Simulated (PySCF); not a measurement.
PySCF input (BP86/def2-TZVPD):

```python
from pyscf import gto, scf, dft

mol = gto.M(
    atom='''
    Sb    0.02790645    0.01345213    0.88671510
    Br    0.85130968   -1.68236795   -0.64809325
    Br   -0.89197336    1.66276628   -0.64397732
    ''',
    basis='def2-tzvpd',
    ecp='def2-tzvp',
    charge=1,
    spin=0,
    verbose=4,
)

mf = dft.RKS(mol, xc='bp86').density_fit(auxbasis='def2-universal-jkfit')
mf.grids.level = 3
mf.conv_tol = 1e-9
mf.max_cycle = 100
mf.max_memory = 1500
mf.kernel()
if not mf.converged:
    mf = mf.newton()
    mf.kernel(mf.make_rdm1())
mf.analyze()
```

Output:

```
ECP def2-tzvp not found for  Br
PySCF version 2.14.0

[INPUT] verbose = 4
[INPUT] num. atoms = 3
[INPUT] num. electrons = 92
[INPUT] charge = 1
[INPUT] spin (= nelec alpha-beta = 2S) = 0
[INPUT] symmetry False subgroup None
[INPUT] Mole.unit = angstrom
[INPUT] Symbol           X                Y                Z      unit          X                Y                Z       unit  Magmom
[INPUT]  1 Sb     0.027906450000   0.013452130000   0.886715100000 AA    0.052735547609   0.025420841492   1.675648689516 Bohr   0.0
[INPUT]  2 Br     0.851309680000  -1.682367950000  -0.648093250000 AA    1.608742142391  -3.179214666246  -1.224718745679 Bohr   0.0
[INPUT]  3 Br    -0.891973360000   1.662766280000  -0.643977320000 AA   -1.685585360808   3.142172878362  -1.216940765231 Bohr   0.0

nuclear repulsion = 522.322900252361
number of shells = 56
number of NR pGTOs = 321
number of NR cGTOs = 170
basis = def2-tzvpd
ecp = def2-tzvp

******** <class 'pyscf.df.df_jk.DFRKS'> ********
method = DFRKS
initial guess = minao
damping factor = 0
level_shift factor = 0
DIIS = <class 'pyscf.scf.diis.CDIIS'>
diis_start_cycle = 1
diis_space = 8
diis_damp = 0
SCF conv_tol = 1e-09
SCF conv_tol_grad = None
SCF max_cycles = 100
direct_scf = False
XC library pyscf.dft.libxc version 7.1.2
    S. Lehtola, C. Steigemann, M. J. T. Oliveira, and M. A. L. Marques,  SoftwareX 7, 1–5 (2018)
XC functionals = bp86
    A. D. Becke,  Phys. Rev. A 38, 3098 (1988)
    J. P. Perdew,  Phys. Rev. B 33, 8822 (1986)
    J. P. Perdew,  Phys. Rev. B 34, 7406–7406 (1986)
radial grids:
    Treutler-Ahlrichs [JCP 102, 346 (1995); DOI:10.1063/1.469408] (M4) radial grids

becke partition: Becke, JCP 88, 2547 (1988); DOI:10.1063/1.454033
pruning grids: <function nwchem_prune>
grids dens level: 3
symmetrized grids: False
atomic radii adjust function: <function treutler_atomic_radii_adjust>
small_rho_cutoff = 0
Set gradient conv threshold to 3.16228e-05
Initial guess from minao.
tot grids = 62808
init E= -5349.26050523441
  HOMO = -0.578464229359554  LUMO = -0.56767123803769  gap/eV = 0.29369
cycle= 1 E= -5385.44627165609  delta_E= -36.2  |g|= 3.91  |ddm|= 15.9
  HOMO = -0.163121399911126  LUMO = -0.160759592298656  gap/eV = 0.06427
cycle= 2 E= -5318.67926081482  delta_E= 66.8  |g|= 9.88  |ddm|= 14.1
  HOMO = -0.61760628504061  LUMO = -0.532331013123269  gap/eV = 2.32046
cycle= 3 E= -5388.79343404916  delta_E= -70.1  |g|= 1.21  |ddm|= 12.2
[...]
cycle= 14 E= -5389.02699835535  delta_E= -5.37e-10  |g|= 3.58e-06  |ddm|= 4.57e-05
  HOMO = -0.471089567729819  LUMO = -0.392139947068028  gap/eV = 2.14833
Extra cycle  E= -5389.02699835533  delta_E= 2.46e-11  |g|= 1e-05  |ddm|= 1.66e-05
converged SCF energy = -5389.02699835533
**** SCF Summaries ****
Total Energy =                       -5389.026998355325304
Nuclear Repulsion Energy =             522.322900252361364
One-electron Energy =                -8606.298500865361348
Two-electron Energy =                 2694.948602257674793
Two-electron Coulomb Energy =         2897.366843952847830
DFT Exchange-Correlation Energy =     -202.418241695172810
HOMO-LUMO gap [eV] =                     2.148328603960552
**** MO energy ****
MO #1   energy= -481.3751544727    occ= 2
MO #2   energy= -481.375153277263  occ= 2
MO #3   energy= -62.0654810023026  occ= 2
MO #4   energy= -62.0654788439344  occ= 2
MO #5   energy= -55.9784403383602  occ= 2
MO #6   energy= -55.9784373008685  occ= 2
MO #7   energy= -55.9769097936789  occ= 2
MO #8   energy= -55.9769081961741  occ= 2
MO #9   energy= -55.9754480246938  occ= 2
MO #10  energy= -55.9754448515408  occ= 2
MO #11  energy= -8.63883378343771  occ= 2
MO #12  energy= -8.63883067898201  occ= 2
MO #13  energy= -6.51368696107544  occ= 2
MO #14  energy= -6.51367948194905  occ= 2
MO #15  energy= -6.50894826559408  occ= 2
MO #16  energy= -6.50893972550512  occ= 2
MO #17  energy= -6.50460542655349  occ= 2
MO #18  energy= -6.50460084254349  occ= 2
MO #19  energy= -5.79941092882102  occ= 2
MO #20  energy= -4.07036780699489  occ= 2
MO #21  energy= -4.06480452610996  occ= 2
MO #22  energy= -4.06271124097194  occ= 2
MO #23  energy= -2.71778555256471  occ= 2
MO #24  energy= -2.7177371162273   occ= 2
MO #25  energy= -2.71695604910211  occ= 2
MO #26  energy= -2.71692001507804  occ= 2
MO #27  energy= -2.71379640623249  occ= 2
MO #28  energy= -2.71377733843884  occ= 2
MO #29  energy= -2.71021951693738  occ= 2
MO #30  energy= -2.71021707047938  occ= 2
MO #31  energy= -2.70976916605006  occ= 2
MO #32  energy= -2.7097664597974   occ= 2
MO #33  energy= -1.50785204727798  occ= 2
MO #34  energy= -1.50593681997569  occ= 2
MO #35  energy= -1.50416428688465  occ= 2
MO #36  energy= -1.50220108837993  occ= 2
MO #37  energy= -1.49984285955547  occ= 2
MO #38  energy= -0.946147944602373 occ= 2
MO #39  energy= -0.921552660583744 occ= 2
MO #40  energy= -0.738168202583736 occ= 2
MO #41  energy= -0.562629676426706 occ= 2
MO #42  energy= -0.527538811048321 occ= 2
MO #43  energy= -0.514493630750022 occ= 2
MO #44  energy= -0.484841607821435 occ= 2
MO #45  energy= -0.476150539031717 occ= 2
MO #46  energy= -0.471089567729819 occ= 2
MO #47  energy= -0.392139947068028 occ= 0
MO #48  energy= -0.298440284943113 occ= 0
MO #49  energy= -0.290511901886474 occ= 0
MO #50  energy= -0.163690462812333 occ= 0
MO #51  energy= -0.119815750604503 occ= 0
MO #52  energy= -0.111755115921033 occ= 0
MO #53  energy= -0.108123992359876 occ= 0
MO #54  energy= -0.107435253221031 occ= 0
MO #55  energy= -0.106696661110993 occ= 0
MO #56  energy= -0.0977022632268354 occ= 0
MO #57  energy= -0.0880873270421755 occ= 0
MO #58  energy= -0.0770940052353385 occ= 0
MO #59  energy= -0.0681969543929566 occ= 0
MO #60  energy= -0.060764984922095 occ= 0
MO #61  energy= -0.0523366476332938 occ= 0
MO #62  energy= -0.0491300528169877 occ= 0
MO #63  energy= -0.0362034476147946 occ= 0
MO #64  energy= -0.0317203001010559 occ= 0
MO #65  energy= -0.0150368236700291 occ= 0
MO #66  energy= -0.00783958436913759 occ= 0
MO #67  energy= 0.00770860038589719 occ= 0
MO #68  energy= 0.0133073931541317 occ= 0
MO #69  energy= 0.0338748523762896 occ= 0
MO #70  energy= 0.0367952198794614 occ= 0
MO #71  energy= 0.0369258589681356 occ= 0
MO #72  energy= 0.0443561686040768 occ= 0
MO #73  energy= 0.0447021233559606 occ= 0
MO #74  energy= 0.0504846344910697 occ= 0
MO #75  energy= 0.0933814642380224 occ= 0
MO #76  energy= 0.110783282808604  occ= 0
MO #77  energy= 0.120045861235584  occ= 0
MO #78  energy= 0.120273353182024  occ= 0
MO #79  energy= 0.126660493290711  occ= 0
MO #80  energy= 0.148742379196357  occ= 0
MO #81  energy= 0.17412236376583   occ= 0
MO #82  energy= 0.191290295873702  occ= 0
MO #83  energy= 0.191718731305836  occ= 0
MO #84  energy= 0.197515859427744  occ= 0
MO #85  energy= 0.234160719015254  occ= 0
MO #86  energy= 0.234511854254129  occ= 0
MO #87  energy= 0.24766222730709   occ= 0
MO #88  energy= 0.249144252339015  occ= 0
MO #89  energy= 0.267401780158466  occ= 0
MO #90  energy= 0.274721536740685  occ= 0
MO #91  energy= 0.275693486312387  occ= 0
MO #92  energy= 0.279927845069173  occ= 0
MO #93  energy= 0.28465345120805   occ= 0
MO #94  energy= 0.300405113413884  occ= 0
MO #95  energy= 0.322411577481522  occ= 0
MO #96  energy= 0.349415141950461  occ= 0
MO #97  energy= 0.405061249410177  occ= 0
MO #98  energy= 0.419908175642594  occ= 0
MO #99  energy= 0.468040765818826  occ= 0
MO #100 energy= 0.526226755895993  occ= 0
MO #101 energy= 0.536122402819669  occ= 0
MO #102 energy= 0.539893453555099  occ= 0
MO #103 energy= 0.572937997765883  occ= 0
MO #104 energy= 0.604632214256462  occ= 0
MO #105 energy= 0.60988043240736   occ= 0
MO #106 energy= 0.615663123729141  occ= 0
MO #107 energy= 0.651827231747156  occ= 0
[...]
```
